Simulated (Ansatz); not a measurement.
Z-matrix (Å, degrees):
```
W
O 1 1.890
O 1 1.863 2 87.5
Cl 1 2.300 2 140.7 3 -88.4
O 1 1.679 2 110.4 3 102.1
F 1 1.893 2 82.4 3 -159.9
H 1 2.490 2 20.0 3 -168.6
H 3 0.959 1 130.4 2 118.7
```

Total charge 0; spin multiplicity 1. W takes the def2 core potential.

Q: List the PBE0/def2-TZVPP orbital energies in eV (Ansatz 0.2.0). (Estimate.)

A: Ansatz gave: Occupied: -2767.55, -673.75, -524.29, -524.12, -523.68, -259.41, -197.66, -197.57, -197.56, -85.56, -48.76, -48.50, -48.30, -32.43, -28.77, -28.41, -26.89, -22.90, -16.17, -15.36, -13.84, -13.22, -12.99, -12.57, -12.10, -11.70, -11.25, -10.93, -10.64, -10.16, -10.06, -9.55, -9.25. Lowest empty: -3.36, -2.10, -1.69, -0.71, 0.08, 0.89, 1.81, 2.35.
